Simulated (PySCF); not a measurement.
Excitations are Tamm–Dancoff values on a coarser integration grid. The basis has no diffuse functions, so Rydberg states are missing or too high.

Cartesian coordinates (Å):
SMILES: C#CNC
```xyz
9

C      2.1742    -0.1110     0.3352
C      1.0699     0.2589     0.0312
N     -0.1570     0.6324    -0.3486
C     -1.2509    -0.3016    -0.1448
H      3.1553    -0.4275     0.5926
H     -0.3809     1.5928    -0.1365
H     -2.1521     0.1042    -0.6058
H     -1.4493    -0.5046     0.9143
H     -1.0092    -1.2436    -0.6375
```
Charge 0, multiplicity 1.

Task: Give the total energy, dipole moment, S1–T1 gap (TDA), S1 oscillator strength and HOMO at the level PBE-D3(BJ)/def2-TZVP // PBE0-D4/def2-TZVP (PySCF).

Result: 
```json
{
 "total_energy": "-171.8375 Ha",
 "dipole_moment": "0.395 e·Å",
 "S1–T1 gap (TDA)": "0.26 eV",
 "S1 oscillator strength": "0.002",
 "HOMO": "-5.00 eV"
}
```
